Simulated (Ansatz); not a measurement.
A run of Ansatz (development build ahead of 0.2.0) on singlet CuCl at this shape:

```csv
atom,x (Å),y (Å),z (Å)
Cu,0.0000,0.0000,-0.7083
Cl,0.0000,0.0000,1.2083
```

Its results:

| Property | Result |
| --- | --- |
| Converged | yes |
| Total energy | -2098.47485 hartree |
| Spin squared of the determinant | 0.000 |

**Question.** Which input gives this output? Name the method, the orbitals and the basis set, and write the input.

**Answer.** RHF in def2-TZVP. An unrestricted run that stays on the closed shell gives the same numbers.

```yaml
crystal:
  periodic: [false, false, false]
  atoms:
    - { symbol: Cu, position_ang: [0.0, 0.0, -0.70829] }
    - { symbol: Cl, position_ang: [0.0, 0.0, 1.20826] }
basis:
  gaussian: { orbitals: def2-TZVP }
hamiltonian:
  xc: hf
```
